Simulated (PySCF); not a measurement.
## Basis and Hamiltonian dependence of the excitation energy of C

C [He] 2s2 2p2 (3P) → C [He] 2s2 2p1 3s1 (3P). All values are computed (PySCF 2.14, energy differences of UHF-based or UKS calculations, no spin-orbit coupling). Values in eV.

| basis | Hamiltonian | functions | UHF | LDA | PBE0 | MP2 (valence) | CCSD(T) (valence) | CCSD(T) (valence and next inner shell) |
| --- | --- | --- | --- | --- | --- | --- | --- | --- |
| aug-cc-pVDZ-DK | spin-free X2C | 23 | 7.701 | 8.113 | 8.009 | 7.841 | 7.647 | n/a |
| aug-cc-pVDZ | non-relativistic | 23 | 7.707 | 8.119 | 8.015 | 7.847 | 7.652 | n/a |
| aug-cc-pwCVDZ | non-relativistic | 27 | 7.692 | 8.098 | 7.989 | 7.835 | 7.641 | 7.656 |
| aug-cc-pVTZ-DK | spin-free X2C | 46 | 7.556 | 8.008 | 7.883 | 7.822 | 7.645 | n/a |
| aug-cc-pCVTZ-DK | spin-free X2C | 59 | 7.552 | 8.009 | 7.881 | 7.819 | 7.643 | 7.666 |
| aug-cc-pVTZ with one added diffuse shell each of s, p, d, f type | non-relativistic | 62 | 7.254 | 7.815 | 7.681 | 7.575 | 7.425 | n/a |
| def2-QZVPPD | non-relativistic | 63 | 7.533 | 7.998 | 7.863 | 7.830 | 7.652 | 7.678 |
| dyall-av3z | non-relativistic | 71 | 7.416 | 7.914 | 7.779 | 7.698 | 7.534 | n/a |
| x2c-QZVPPall with one added diffuse shell each of s, p, d, f type | spin-free X2C | 73 | 7.474 | 7.954 | 7.818 | 7.777 | 7.602 | 7.628 |
| aug-cc-pCVTZ-DK with one added diffuse shell each of s, p, d, f type | spin-free X2C | 75 | 7.246 | 7.809 | 7.675 | 7.565 | 7.416 | 7.439 |
| dyall-acv3z | non-relativistic | 76 | 7.416 | 7.914 | 7.779 | 7.698 | 7.534 | 7.553 |
| aug-cc-pwCVQZ | non-relativistic | 109 | 7.478 | 7.959 | 7.825 | 7.785 | n/a | n/a |
| aug-cc-pCVQZ-DK | spin-free X2C | 109 | 7.473 | 7.955 | 7.821 | 7.779 | n/a | n/a |
| aug-cc-pV5Z | non-relativistic | 127 | 7.432 | 7.925 | 7.789 | 7.754 | n/a | n/a |

Frozen in the all-electron rows: valence: 1s2; valence and next inner shell: nothing.

Reference for a calculation without spin-orbit coupling: 7.482 eV (measured, between term centres; NIST).
